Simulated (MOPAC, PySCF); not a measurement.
Cl₄Sn, SMILES `[Cl][Sn]([Cl])([Cl])[Cl]`, neutral singlet in the gas phase. 

Cartesian coordinates (Å):
```xyz
5

Cl    -1.7665    -0.9956    -1.0585
Sn     0.0000     0.0000     0.0000
Cl    -0.3230     2.2637     0.0577
Cl     1.9302    -0.4661    -1.1354
Cl     0.1593    -0.8021     2.1362
```
Charge 0, spin multiplicity 1.

All levels are single points at this geometry (PBE0-D3(BJ)/def2-TZVP); Pople sets use spherical d functions. Orbital energies aren't observables, and empty levels follow the basis.

```json
[
 {"level": "PBE-D3(BJ)/def2-TZVP in PySCF", "HOMO (eV)": "-8.31", "LUMO (eV)": "-4.07", "gap (eV)": "4.24", "dipole (D)": "0.00", "vertical IE, Delta-SCF (eV)": "–"},
 {"level": "ωB97X-D3(BJ)/def2-TZVP in PySCF", "HOMO (eV)": "-12.30", "LUMO (eV)": "-1.11", "gap (eV)": "11.20", "dipole (D)": "0.00", "vertical IE, Delta-SCF (eV)": "12.40"},
 {"level": "B3LYP/6-311+G** (LANL2DZ on Sn) in PySCF", "HOMO (eV)": "-9.67", "LUMO (eV)": "-3.69", "gap (eV)": "5.98", "dipole (D)": "0.00", "vertical IE, Delta-SCF (eV)": "–"},
 {"level": "B3LYP/6-31G* (LANL2DZ on Sn) in PySCF", "HOMO (eV)": "-9.63", "LUMO (eV)": "-3.63", "gap (eV)": "6.00", "dipole (D)": "0.00", "vertical IE, Delta-SCF (eV)": "11.69"},
 {"level": "B3LYP/LANL2DZ in PySCF", "HOMO (eV)": "-9.86", "LUMO (eV)": "-4.07", "gap (eV)": "5.78", "dipole (D)": "0.00", "vertical IE, Delta-SCF (eV)": "–"},
 {"level": "M06-2X/6-31G* (LANL2DZ on Sn) in PySCF", "HOMO (eV)": "-11.35", "LUMO (eV)": "-2.67", "gap (eV)": "8.68", "dipole (D)": "0.00", "vertical IE, Delta-SCF (eV)": "–"},
 {"level": "PBE/6-31G* (LANL2DZ on Sn) in PySCF", "HOMO (eV)": "-8.48", "LUMO (eV)": "-4.28", "gap (eV)": "4.20", "dipole (D)": "0.00", "vertical IE, Delta-SCF (eV)": "–"},
 {"level": "SVWN5/6-31G* (LANL2DZ on Sn) in PySCF", "HOMO (eV)": "-8.59", "LUMO (eV)": "-4.41", "gap (eV)": "4.19", "dipole (D)": "0.00", "vertical IE, Delta-SCF (eV)": "–"},
 {"level": "HF/6-31G* (LANL2DZ on Sn) in PySCF", "HOMO (eV)": "-13.48", "LUMO (eV)": "-0.08", "gap (eV)": "13.40", "dipole (D)": "0.00", "vertical IE, Delta-SCF (eV)": "12.24"},
 {"level": "AM1 in MOPAC", "HOMO (eV)": "-12.48", "LUMO (eV)": "-3.67", "gap (eV)": "8.82", "dipole (D)": "0.00", "vertical IE, Delta-SCF (eV)": "–"},
 {"level": "PM3 in MOPAC", "HOMO (eV)": "-11.92", "LUMO (eV)": "-3.91", "gap (eV)": "8.01", "dipole (D)": "0.00", "vertical IE, Delta-SCF (eV)": "–"},
 {"level": "PM6 in MOPAC", "HOMO (eV)": "-12.27", "LUMO (eV)": "-3.00", "gap (eV)": "9.26", "dipole (D)": "0.00", "vertical IE, Delta-SCF (eV)": "–"},
 {"level": "PM7 in MOPAC", "HOMO (eV)": "-11.97", "LUMO (eV)": "-2.17", "gap (eV)": "9.80", "dipole (D)": "0.00", "vertical IE, Delta-SCF (eV)": "–"}
]
```
